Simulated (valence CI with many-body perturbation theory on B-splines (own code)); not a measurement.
**E1 transitions of Te XLVI**

Computed by configuration interaction combined with many-body perturbation theory (CI+MBPT): five valence electrons over a frozen Dirac-Fock core [He], radial functions for each j: 11 s, 11 p, 10 d, 8 f, 5 g, 2 h, with the one-electron correlation potential Σ1 (screened to all orders), the two-electron term Σ2, the three-electron term Σ3, Breit, model QED; selected single and double excitations, second order for the rest, scaled by the run's own slope (own B-spline code, finite nucleus).

No measured spectrum was set against this ion. As an estimate, large intervals hold to a few tenths of a per cent, small ones and those within an open d or f shell to about a per cent. Among the levels kept, up to 7200 cm⁻¹ of a level comes from second order outside the variational space, and about a tenth of that is noise between levels of different J, which matters for small intervals.

Lines 151 to 200 of 600 in falling wavelength, among levels below 5405.9 eV, chosen from the strongest by gf and those to the six lowest levels. Wavelengths and rates use the calculated energies. Electric multipoles are in the length gauge with retardation, E1 and E2 with the static RPA response of the core. Weak lines are less certain than strong ones. Lines between different terms over intervals too small for the method are left out, as are lines whose strength nearly cancels. The highest levels of a list are the least certain.

Levels are named by their leading jj configuration (3d3/2^4 stands for four electrons in 3d with j = 3/2), which in mixed levels can hold well under half, so a name can repeat and another be missing. Letters in brackets count levels of one name in rising energy.

```
λ vac (nm)                               Upper                               Lower   A (s⁻¹)  S (a.u.) with core polarisation  S without
     7.815  (2s^2 2p1/2 2p3/2 3d3/2) J=1/2 [a]      (2s^2 2p1/2 2p3/2 3p1/2) J=1/2  5.11e+10                         2.40e-02   2.40e-02
     7.806  (2s 2p1/2^2 2p3/2 3p3/2) J=5/2 [a]  (2s^2 2p1/2 2p3/2 3p3/2) J=5/2 [c]  3.46e+10                         4.87e-02   4.87e-02
     7.750  (2s 2p1/2^2 2p3/2 3p3/2) J=1/2 [b]         (2s 2p1/2^2 2p3/2 3s) J=1/2  8.71e+10                         4.00e-02   4.00e-02
     7.729      (2s^2 2p3/2^2 3d3/2) J=3/2 [b]          (2s^2 2p3/2^2 3p1/2) J=1/2  2.39e+10                         2.18e-02   2.18e-02
     7.687  (2s 2p1/2^2 2p3/2 3d3/2) J=1/2 [b]      (2s 2p1/2^2 2p3/2 3p1/2) J=1/2  4.56e+10                         2.05e-02   2.05e-02
     7.532  (2s 2p1/2 2p3/2^2 3d3/2) J=5/2 [e]  (2s 2p1/2 2p3/2^2 3p1/2) J=5/2 [c]  1.46e+10                         1.85e-02   1.85e-02
     7.515      (2s 2p1/2 2p3/2^2 3p1/2) J=7/2          (2s^2 2p3/2^2 3p1/2) J=5/2  3.98e+10                         6.68e-02   6.68e-02
     7.447  (2s^2 2p1/2 2p3/2 3p3/2) J=5/2 [c]     (2s^2 2p1/2 2p3/2 3s) J=3/2 [b]  2.54e+10                         3.10e-02   3.11e-02
     7.380  (2s 2p1/2 2p3/2^2 3p3/2) J=3/2 [f]     (2s 2p1/2 2p3/2^2 3s) J=3/2 [c]  6.38e+10                         5.06e-02   5.06e-02
     7.286  (2s 2p1/2 2p3/2^2 3d3/2) J=7/2 [b]          (2s^2 2p3/2^2 3d3/2) J=7/2  1.59e+10                         2.43e-02   2.43e-02
     7.267  (2s^2 2p1/2 2p3/2 3p3/2) J=5/2 [c]         (2s^2 2p1/2 2p3/2 3s) J=5/2  4.60e+10                         5.23e-02   5.24e-02
     7.251      (2s^2 2p3/2^2 3p3/2) J=3/2 [a]             (2s^2 2p3/2^2 3s) J=3/2  6.65e+10                         5.00e-02   5.01e-02
     7.227  (2s^2 2p1/2 2p3/2 3p3/2) J=1/2 [b]     (2s^2 2p1/2 2p3/2 3s) J=3/2 [b]  8.18e+10                         3.05e-02   3.05e-02
     7.176         (2s 2p1/2 2p3/2^2 3s) J=7/2             (2s^2 2p3/2^2 3s) J=5/2  2.14e+10                         3.12e-02   3.13e-02
     7.069  (2s 2p1/2 2p3/2^2 3p3/2) J=1/2 [d]     (2s 2p1/2 2p3/2^2 3s) J=1/2 [b]  5.55e+10                         1.94e-02   1.94e-02
     7.052  (2s^2 2p1/2 2p3/2 3p3/2) J=5/2 [b]     (2s^2 2p1/2 2p3/2 3s) J=3/2 [a]  2.80e+10                         2.90e-02   2.90e-02
     7.045       (2p1/2^2 2p3/2^2 3p1/2) J=5/2  (2s 2p1/2 2p3/2^2 3p1/2) J=3/2 [d]  2.00e+10                         2.07e-02   2.07e-02
     6.986  (2s^2 2p1/2 2p3/2 3d5/2) J=5/2 [a]      (2s^2 2p1/2 2p3/2 3p1/2) J=5/2  1.73e+10                         1.74e-02   1.74e-02
     6.962  (2s 2p1/2 2p3/2^2 3p3/2) J=7/2 [b]          (2s^2 2p3/2^2 3p3/2) J=7/2  1.33e+10                         1.78e-02   1.78e-02
     6.960  (2s 2p1/2^2 2p3/2 3d5/2) J=7/2 [b]             (2s^2 2p3/2^2 3s) J=5/2  1.76e+10                         2.35e-02   2.35e-02
     6.613          (2s 2p1/2^2 2p3/2^2) J=5/2          (2s^2 2p1/2 2p3/2^2) J=5/2  7.51e+09                         6.43e-03   6.44e-03
     6.305          (2p1/2^2 2p3/2^2 3s) J=5/2     (2s 2p1/2 2p3/2^2 3s) J=5/2 [c]  2.43e+10                         1.80e-02   1.81e-02
     6.152       (2p1/2^2 2p3/2^2 3p1/2) J=5/2  (2s 2p1/2 2p3/2^2 3p1/2) J=5/2 [c]  2.75e+10                         1.90e-02   1.90e-02
     5.991          (2s 2p1/2^2 2p3/2^2) J=5/2          (2s^2 2p1/2 2p3/2^2) J=3/2  1.58e+10                         1.00e-02   1.01e-02
     5.990          (2p1/2^2 2p3/2^2 3s) J=3/2     (2s 2p1/2 2p3/2^2 3s) J=3/2 [c]  4.26e+10                         1.81e-02   1.81e-02
     5.959          (2p1/2^2 2p3/2^2 3s) J=5/2     (2s 2p1/2 2p3/2^2 3s) J=3/2 [b]  3.16e+10                         1.98e-02   1.98e-02
     5.556          (2s 2p1/2^2 2p3/2^2) J=1/2          (2s^2 2p1/2 2p3/2^2) J=1/2  3.00e+10                         5.08e-03   5.10e-03
     5.223       (2p1/2^2 2p3/2^2 3p1/2) J=3/2  (2s 2p1/2 2p3/2^2 3p1/2) J=5/2 [b]  5.11e+10                         1.44e-02   1.44e-02
     4.879          (2s 2p1/2^2 2p3/2^2) J=3/2          (2s^2 2p1/2 2p3/2^2) J=5/2  3.10e+10                         7.10e-03   7.11e-03
     4.855       (2p1/2^2 2p3/2^2 3p3/2) J=5/2  (2s 2p1/2 2p3/2^2 3p3/2) J=7/2 [b]  6.15e+10                         2.08e-02   2.09e-02
     4.846          (2p1/2^2 2p3/2^2 3s) J=3/2     (2s 2p1/2 2p3/2^2 3s) J=5/2 [b]  9.46e+10                         2.13e-02   2.13e-02
     4.831       (2p1/2^2 2p3/2^2 3p3/2) J=7/2      (2s 2p1/2 2p3/2^2 3p3/2) J=9/2  6.38e+10                         2.84e-02   2.84e-02
     4.820       (2p1/2^2 2p3/2^2 3p1/2) J=5/2      (2s 2p1/2 2p3/2^2 3p1/2) J=7/2  6.28e+10                         2.08e-02   2.09e-02
     4.718          (2p1/2^2 2p3/2^2 3s) J=5/2         (2s 2p1/2 2p3/2^2 3s) J=7/2  3.82e+10                         1.19e-02   1.19e-02
     4.532          (2s 2p1/2^2 2p3/2^2) J=3/2          (2s^2 2p1/2 2p3/2^2) J=3/2  1.18e+10                         2.17e-03   2.17e-03
     4.514             (2p1/2^2 2p3/2^3) J=3/2            (2s 2p1/2 2p3/2^3) J=5/2  9.45e+10                         1.72e-02   1.72e-02
     2.817  (2s 2p1/2 2p3/2^2 3d5/2) J=9/2 [a]  (2s^2 2p1/2 2p3/2 3d5/2) J=7/2 [a]  9.20e+10                         1.02e-02   1.02e-02
     2.801     (2s 2p1/2 2p3/2^2 3s) J=5/2 [a]     (2s^2 2p1/2 2p3/2 3s) J=3/2 [a]  1.19e+11                         7.75e-03   7.77e-03
     2.771  (2s 2p1/2 2p3/2^2 3p3/2) J=7/2 [a]  (2s^2 2p1/2 2p3/2 3p3/2) J=5/2 [a]  1.05e+11                         8.81e-03   8.83e-03
     2.757  (2s 2p1/2 2p3/2^2 3p1/2) J=5/2 [a]  (2s^2 2p1/2 2p3/2 3p1/2) J=3/2 [a]  1.26e+11                         7.82e-03   7.84e-03
     2.754  (2s 2p1/2 2p3/2^2 3d3/2) J=7/2 [a]  (2s^2 2p1/2 2p3/2 3d3/2) J=5/2 [a]  8.15e+10                         6.72e-03   6.73e-03
     2.706     (2s 2p1/2 2p3/2^2 3d5/2) J=11/2      (2s^2 2p1/2 2p3/2 3d5/2) J=9/2  1.01e+11                         1.19e-02   1.19e-02
     2.682      (2s 2p1/2 2p3/2^2 3p3/2) J=9/2      (2s^2 2p1/2 2p3/2 3p3/2) J=7/2  1.07e+11                         1.02e-02   1.02e-02
     2.681  (2s 2p1/2 2p3/2^2 3p1/2) J=5/2 [b]  (2s^2 2p1/2 2p3/2 3p1/2) J=3/2 [b]  1.16e+11                         6.59e-03   6.61e-03
     2.668      (2s 2p1/2 2p3/2^2 3d3/2) J=9/2      (2s^2 2p1/2 2p3/2 3d3/2) J=7/2  8.60e+10                         8.06e-03   8.07e-03
     2.646      (2s 2p1/2 2p3/2^2 3p1/2) J=7/2      (2s^2 2p1/2 2p3/2 3p1/2) J=5/2  1.00e+11                         7.34e-03   7.35e-03
     2.598          (2s 2p1/2^2 2p3/2^2) J=5/2          (2s^2 2p1/2^2 2p3/2) J=3/2  1.43e+11                         7.41e-03   7.43e-03
     2.579       (2p1/2^2 2p3/2^2 3p3/2) J=5/2  (2s 2p1/2^2 2p3/2 3p3/2) J=3/2 [b]  2.25e+11                         1.14e-02   1.14e-02
     2.532               (2s 2p3/2^3 3s) J=5/2             (2s^2 2p3/2^2 3s) J=5/2  4.35e+11                         2.09e-02   2.10e-02
     2.530            (2s 2p3/2^3 3p1/2) J=5/2          (2s^2 2p3/2^2 3p1/2) J=5/2  4.73e+11                         2.27e-02   2.27e-02
```
